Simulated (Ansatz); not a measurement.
CH₂BrFOSi (`FC1(Br)O[SiH2]1`), relaxed with RKS PBE-D4/def2-SVP in the Gaussian-basis code of Ansatz from a rough embedded geometry. The force threshold is 0.03 eV/Å; the program also tests the step.

Total charge 0; spin multiplicity 1.

Start:

```xyz
7

F     1.106    1.134    1.290
C     0.010    0.502    0.744
Br   -1.302    0.041    1.990
O    -0.503    0.873   -0.503
Si    0.186   -0.567   -0.751
H     1.399   -0.455   -1.632
H    -0.897   -1.528   -1.138
```

(1) How much energy does the relaxation release, and in how many steps? (Estimate.)

(2) Which bonds change most? (Estimate.)

(3) Give the relaxed structure. (Best estimate.)

Answers

(1) Computed: 56.40 kJ/mol, in 7 steps, 1 of them rejected.

(2) Computed: O4–Si5 from 1.615 to 1.758 Å; C2–Br3 from 1.867 to 1.971 Å; F1–C2 from 1.378 to 1.352 Å; C2–O4 from 1.398 to 1.384 Å.

(3) The calculation gave: 
```xyz
7

F     1.038    1.145    1.281
C     0.025    0.447    0.721
Br   -1.330    0.082    2.105
O    -0.477    1.018   -0.436
Si    0.177   -0.569   -0.817
H     1.404   -0.521   -1.667
H    -0.837   -1.600   -1.188
```
